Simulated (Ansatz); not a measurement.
A nudged elastic band was laid between two geometries of CH₅NSiTe (9 atoms, charge 0, multiplicity 1).

The calculation used Ansatz, RHF/def2-SVP.

```
movable images  : 7
climbing image  : yes
spring          : 5.0 eV/Å²
optimiser       : quadratic models (default)
start path      : through a guess of the saddle point
force threshold : 0.03 eV/Å
iteration limit : 60
end points      : relaxed
```

Image 0:

```xyz
9
Properties=species:S:1:pos:R:3
C 0.199 1.429 -0.993
N 0.960 0.565 -0.516
Si 0.627 -0.928 0.302
Te -1.831 -1.471 0.641
H -0.895 1.368 -0.959
H 0.603 2.317 -1.484
H 1.147 -2.039 -0.516
H 1.280 -0.884 1.621
H -2.002 -0.403 1.887
```

Image 8:

```xyz
9
Properties=species:S:1:pos:R:3
C 0.683 1.269 -1.001
N 0.514 0.608 0.051
Si 0.464 -1.402 0.325
Te -2.013 -1.431 1.114
H 0.729 0.754 -1.954
H 0.781 2.351 -0.992
H 0.108 -1.542 -1.139
H 0.468 1.151 0.900
H -1.645 -1.803 2.679
```

(1) What changes between the two ends?

(2) What energy profile does the band end with?

(3) What is the geometry of the highest image?

Results:

(1) Bonds broken: Si3–H8. Bonds formed: N2–H8.

(2) The run converged. The highest image is number 5 of 0 to 8, 3.76 eV above the first end and 2.68 eV above the last; the last end lies 1.08 eV above the first. The profile has 2 maxima (images 2, 5) with wells between them (image 3): this band takes more than one step, which may be the mechanism or a detour left from its start path. Neighbouring images differ by up to 3.2 eV, so the band resolves the path poorly. A vibrational analysis at the climbing image gives one clearly imaginary mode, 2040i cm⁻¹: a first-order saddle point. The orbitals stay closed-shell, which can raise the energy where a bond breaks towards radicals; this wasn't checked here.

```json
{"image": "0", "path coordinate (Å)": "0.00", "energy (eV)": "0.00", "Si3–H8 (Å)": "1.47", "N2–H8 (Å)": "2.60"}
{"image": "1", "path coordinate (Å)": "0.98", "energy (eV)": "0.08", "Si3–H8 (Å)": "1.47", "N2–H8 (Å)": "2.61"}
{"image": "2", "path coordinate (Å)": "1.96", "energy (eV)": "0.10", "Si3–H8 (Å)": "1.47", "N2–H8 (Å)": "2.61"}
{"image": "3", "path coordinate (Å)": "2.95", "energy (eV)": "0.08", "Si3–H8 (Å)": "1.47", "N2–H8 (Å)": "2.60"}
{"image": "4", "path coordinate (Å)": "3.93", "energy (eV)": "0.60", "Si3–H8 (Å)": "1.46", "N2–H8 (Å)": "2.22"}
{"image": "5", "path coordinate (Å)": "4.91", "energy (eV)": "3.76", "Si3–H8 (Å)": "1.67", "N2–H8 (Å)": "1.33"}
{"image": "6", "path coordinate (Å)": "5.49", "energy (eV)": "1.82", "Si3–H8 (Å)": "2.14", "N2–H8 (Å)": "1.02"}
{"image": "7", "path coordinate (Å)": "6.08", "energy (eV)": "1.13", "Si3–H8 (Å)": "2.54", "N2–H8 (Å)": "1.01"}
{"image": "8", "path coordinate (Å)": "6.66", "energy (eV)": "1.08", "Si3–H8 (Å)": "2.62", "N2–H8 (Å)": "1.01"}
```

(3) 
```xyz
9
Properties=species:S:1:pos:R:3
C 0.571 1.413 -1.103
N 0.241 0.692 -0.130
Si 0.268 -1.071 0.340
Te -2.026 -1.746 1.157
H 0.570 1.035 -2.129
H 0.869 2.451 -0.965
H 0.468 -1.914 -0.876
H 0.881 0.346 0.984
H -1.753 -1.250 2.705
```

Time of the run: 4.7 min on 2 threads of Arm Neoverse V1, on a shared host, peak memory 0.21 GiB.
